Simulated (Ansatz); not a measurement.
InAs₂⁻. The state is a quintet with charge -1. Geometry r2SCAN-D4/def2-TZVPD; atoms count from 1.

```xyz
3

In    1.406    0.561    0.684
As   -0.493   -1.355    0.107
As   -0.914    0.794   -0.790
```

In the def2 sets In takes a core potential; there is no spin–orbit coupling. The highest occupied level of the charge -1 quintet lies above zero (up to 0.74 eV). The electron is either unbound and held by the finite basis, or the level is raised by self-interaction error. At PBE0-D4/def2-TZVPD a singlet of charge -1 lies 2.35 eV below the quintet, each at its own geometry. The structure comes from a short search, and lower isomers may exist.

(1) Estimate the Mulliken populations from the PBE0/def2-TZVPD orbitals of Ansatz.

(2) Where does the spin sit?

(3) And the Mayer bond orders between heavy atoms (over 0.3)?

Answers

(1) 
```json
{"atom": "In1", "charge (e)": "-0.38", "spin (α − β)": "1.64"}
{"atom": "As2", "charge (e)": "-0.31", "spin (α − β)": "1.18"}
{"atom": "As3", "charge (e)": "-0.31", "spin (α − β)": "1.18"}
```
Mulliken values depend strongly on the basis. With diffuse functions, as here, like atoms can get unlike values, and bond orders can come out too low or too high.

(2) Summed by element: In 1.64, As 2.36, of 4 unpaired in all. Largest on single atoms: In1 1.64, As2 1.18, As3 1.18.

(3) In1–As2 0.90 (2.76 Å); In1–As3 0.90 (2.76 Å); As2–As3 1.47 (2.37 Å).
